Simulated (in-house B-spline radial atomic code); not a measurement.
Settings and results of a run for Er+. Method: Dirac-Kohn-Sham LDA VWN5, spherical fractional occupations, Fermi nucleus of rms radius 5.2516 fm. Calculated with an all-electron radial atomic-structure program (B-spline basis).

Command:
```bash
python run_scf.py task.json out
```
Settings (nuclear radius in fm, mass in u):
```
Z                68
configuration    [Xe] 4f12 6s1
hamiltonian      dirac
method           lda,vwn
spin_polarised   False
nucleus          fermi
rms_radius       5.2516
atomic_mass      165.9303
speed_of_light   137.035999084
```

Output (hartree, bohr):
```
 radial grid: 81 intervals, B-splines of order 8, outer radius 60 bohr

 iter        energy (Eh)    residual
    1      -13089.163358    4.10e-01
    2      -13089.605143    1.36e-01
    3      -13089.626737    6.85e-02
    4      -13089.612976    9.32e-02
    5      -13009.924516    8.80e-01
    6      -13089.487821    8.96e-02
    7      -13089.708654    5.45e-02
    8      -13089.884074    4.66e-03
    9      -13089.884781    6.44e-04
   10      -13089.884802    1.92e-05
   11      -13089.884802    4.08e-06
   12      -13089.884802    3.14e-07

 total energy                    -13089.88480
 kinetic                           14440.8833
 electron-nucleus                 -32377.2017
 Hartree                            5117.2150
 exchange-correlation               -270.7813

 first-order corrections (not in the total)
   Gaunt                            14.3049
   retardation                      -1.5120
   frequency dependence             -0.2124
   self-energy                      10.1555
   Uehling                          -1.7406
   Wichmann-Kroll                    0.0606
   recoil                            0.0274

 orbital      occ     eigenvalue          <r>       <r^2>       <1/r>     <1/r^2>     <1/r^3>       r_max    small
 1s1/2      2.000     -2103.8689    0.0203864 0.000568778     77.4767     13954.3           -     0.01287  6.47e-02
 2s1/2      2.000      -353.5049    0.0859549  0.00878741     18.6342     1815.21           -     0.07347  1.44e-02
 2p1/2      2.000      -336.8904    0.0714934  0.00633359     18.6187     576.361           -     0.05513  1.45e-02
 2p3/2      4.000      -303.2353    0.0787681  0.00755244      16.148     355.748       12184     0.06136  1.33e-02
 3s1/2      2.000       -79.3734     0.225135   0.0580621     6.81739     398.284           -      0.2076  4.65e-03
 3p1/2      2.000       -72.0545     0.214764   0.0536913     6.73822     127.839           -      0.1951  4.60e-03
 3p3/2      4.000       -64.9885     0.228485   0.0605496     6.10567     79.9813      2674.2      0.2081  4.26e-03
 3d3/2      4.000       -52.4050      0.20132   0.0476687     5.99368     45.0055     452.263      0.1641  4.15e-03
 3d5/2      6.000       -50.8592     0.205572   0.0495687     5.83924     42.2244     395.355      0.1678  4.05e-03
 4s1/2      2.000       -15.8301     0.508384    0.292163     2.85637     97.6109           -      0.4744  1.50e-03
 4p1/2      2.000       -12.9043     0.517236    0.304943     2.74884     30.5376           -      0.4764  1.42e-03
 4p3/2      4.000       -11.3070     0.549041    0.343327     2.52785     19.1402     599.971      0.5043  1.29e-03
 4d3/2      4.000        -6.4781     0.577586    0.387838     2.30671      9.7147     87.4649      0.5068  1.11e-03
 4d5/2      6.000        -6.1878       0.5889    0.403071     2.25226     9.08437      75.073      0.5159  1.08e-03
 5s1/2      2.000        -2.1554       1.2533     1.77189      1.0664     16.0542           -       1.113  3.03e-04
 5p1/2      2.000        -1.3639      1.41669     2.28913    0.932946     4.26681           -       1.215  2.36e-04
 5p3/2      4.000        -1.1648      1.53049     2.67499    0.853426     2.63315      72.967       1.304  2.03e-04
 4f5/2      5.143        -0.3907     0.815394    0.916224     1.66175     3.68822     10.9064      0.5057  6.39e-04
 4f7/2      6.857        -0.3508     0.836886    0.976707     1.63124     3.56529      10.372      0.5112  6.21e-04
 6s1/2      1.000        -0.3428      3.58399      14.462    0.351001     1.69438           -       3.122  3.74e-05
```

Run time, properties included: 4.5 s on 1 thread of Arm Neoverse N1 (shared host).

For the Dirac Hamiltonian the kinetic term is c α·p + (β - 1)c².
